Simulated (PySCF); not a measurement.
Structure problem from calculated spectra and properties.

Formula: C5H6N2Si.

| Property | Result |
| --- | --- |
| Rotational structure | rotational constants A, B, C: 5.536, 0.914, 0.792 GHz [PBE0-D3(BJ)/def2-SVP] |
| Dipole | 6.42 D [B3LYP/def2-SVPD] |
| NMR, other nuclei | isotropic shieldings of nuclei other than C and H, by class: -54 (1 N), 92 (1 N), 394 (1 Si) ppm [GIAO PBE0/pcSseg-1] |
| UV, strongest line | among the 10 lowest singlet transitions: S8 at 6.40 eV (194 nm, f = 0.192) [TDDFT B3LYP/def2-SVPD] |
| 13C NMR | chemical shifts (computed TMS as zero) by class: 138.5 (1 C), 128.6 (1 C), 123.9 (1 C), 120.0 (1 C), 103.8 (1 C) ppm [GIAO PBE0/pcSseg-1] |
| Valence photoelectron | vertical ionisation energy: 8.84 eV [ΔSCF B3LYP/def2-SVPD] |

Electronic properties: PySCF, gas phase, density fitting. Levels stand in brackets. Isolated species at its PBE0-D3(BJ)/def2-SVP geometry, gas phase. NMR classes are plain means over equivalent atoms (diastereotopic ones count apart unless rotation or inversion swaps them), as if these changed places fast.

Task: Give a SMILES that accounts for the data.

Result: Numbering: `[N:1]#[C:2][c:3]1[cH:4][cH:5][n:6]([SiH3:7])[cH:8]1`. Its formula, C5H6N2Si, gives 5 degrees of unsaturation: 1 ring and 4 π bonds in the structure found (Kekulé form). 5 carbons fall into 5 classes; from least to most shielded: aromatic CH next to a ring nitrogen [C8] (138.5 ppm), aromatic CH next to a ring nitrogen [C5] (128.6 ppm), aromatic CH carbon [C4] (123.9 ppm), nitrile carbon [C2] (120.0 ppm), substituted aromatic carbon [C3] (103.8 ppm). The other shieldings belong to: -54 ppm, nitrile nitrogen [N1]; 92 ppm, pyrrole-type nitrogen [N6]; 394 ppm, SiH3 silicon [Si7]. The first electron is taken from the HOMO, whose largest Löwdin shares are 0.25 on an aromatic CH next to a ring nitrogen, 0.23 on an aromatic CH next to a ring nitrogen, 0.16 on the substituted aromatic carbon and 0.09 on the aromatic CH carbon. By its constants the optimised geometry is an asymmetric top. Structure: `N#Cc1ccn([SiH3])c1`. Computed isomers that give other values at the same levels: `CC#C/C=N\[SiH2]C#N` (13C chemical shifts (computed TMS as zero) by class: 166.6 (1 C), 127.8 (1 C), 110.8 (1 C), 84.7 (1 C), 5.0 (1 C) ppm); `CC#C/C=N/[SiH2]C#N` (13C chemical shifts (computed TMS as zero) by class: 167.7 (1 C), 124.2 (1 C), 106.0 (1 C), 86.6 (1 C), 5.7 (1 C) ppm); `C#Cc1nccn1[SiH3]` (13C chemical shifts (computed TMS as zero) by class: 137.7 (1 C), 137.4 (1 C), 128.2 (1 C), 88.4 (1 C), 78.7 (1 C) ppm). The assignments are read from this structure; whether some other isomer fits the data as well wasn't checked.
